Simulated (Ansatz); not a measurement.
# Energy profile

The step: AlHCl₂O ([OH][Al]([Cl])[Cl]) + H₂ → AlHCl₂ ([Cl][AlH][Cl]) + H₂O (still joined by a long Al–O bond); bonds formed: Al1–H6, O2–H5; bonds broken: H5–H6; bonds weakened to dative contacts: Al1–O2 (atoms numbered as in the saddle structure below).

```xyz
7
angstrom
Al -0.5527 -0.3229 -0.1090
O 0.7492 0.9370 -0.3088
Cl 0.0237 -2.1933 -0.8450
Cl -2.5105 0.3444 -0.3383
H 0.6592 0.5444 0.8595
H 0.0541 -0.0550 1.5025
H 1.5771 0.7453 -0.7608
```

Electronic energies by CCSD(T) at an estimated basis limit (MP2 extrapolated from triple and quadruple zeta, plus CCSD(T) − MP2 in triple zeta), on PBE0-D4/def2-TZVP structures; AlH3Cl2O, closed shell; no counterpoise correction. Program: Ansatz 0.2.0. Basis: def2-TZVPP and def2-QZVPP. Cores are frozen in the correlated methods. Extrapolation: Hartree–Fock as exp(−7.88 √X), correlation as X^−2.97.

Problem. Give the profile in kcal/mol, counted from the separated reactants. (Judge from chemistry; the value comes from the calculation.)

Solution. Computed:
| point | kcal/mol |
| --- | --- |
| separated: AlHCl2O (linked as [OH][Al]([Cl])[Cl]; Al1, O2, Cl3, Cl4, H7; singlet) + H2 (H5, H6; singlet) | 0.00 |
| start structure | -2.13 |
| saddle | 23.04 |
| end structure | 2.02 |
| separated: AlHCl2 (linked as [Cl][AlH][Cl]; Al1, Cl3, Cl4, H6; singlet) + H2O (O2, H5, H7; singlet) | 26.74 |

T1 diagnostic: at most 0.011.

For scale, one of the runs: CCSD(T)/def2-TZVPP, 199 basis functions, launched by `ansatz run in.yaml --threads 3 --pin off --events-out ev --progress --plain --max-ram 6092MiB`. Time: 28 s of wall clock on 3 CPU threads of an Intel Xeon; the host was shared. Peak host memory: 2.4 GiB.
